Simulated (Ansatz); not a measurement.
```yaml
crystal:
  periodic: [false, false, false]
  atoms:
    - {symbol: O, position_ang: [-2.433245, 0.985701, 1.224832]}
    - {symbol: Si, position_ang: [-1.367187, -0.277811, 1.201803]}
    - {symbol: B, position_ang: [0.206302, -0.095853, -0.009853]}
    - {symbol: Si, position_ang: [0.352572, 1.432683, -1.289329]}
    - {symbol: Si, position_ang: [1.648188, -1.483724, 0.008463]}
    - {symbol: H, position_ang: [-2.712286, 1.341729, 0.380071]}
    - {symbol: H, position_ang: [-0.946713, -0.450947, 2.616288]}
    - {symbol: H, position_ang: [-2.032933, -1.544234, 0.753113]}
    - {symbol: H, position_ang: [1.001639, 2.509202, -0.480158]}
    - {symbol: H, position_ang: [1.191930, 1.179390, -2.491610]}
    - {symbol: H, position_ang: [-0.969655, 1.951794, -1.745879]}
    - {symbol: H, position_ang: [1.664831, -2.368708, 1.204942]}
    - {symbol: H, position_ang: [3.000005, -0.877627, -0.150293]}
    - {symbol: H, position_ang: [1.383650, -2.330797, -1.193790]}
basis:
  gaussian: {orbitals: "6-31G*", fitting: {mean_field: cc-pVTZ-jkfit}}
total_charge: -1
magnetization: {spin_polarized: true, initial_magnetization: 2}
hamiltonian: {xc: {name: wB97X}}
accuracy: high
output: {forces: true}
```

```sh
$ ansatz run in.yaml --threads 4 --pin off --events-out ev --progress --plain --max-ram 10444MiB
```

It prints (some lines left out):

```
Error: a molecule whose nuclei and cores have a total charge of 64 cannot have a net charge of -1 together with 2 unpaired electrons
```

In this input the number of unpaired electrons doesn't fit the electron count. The program refused the input.
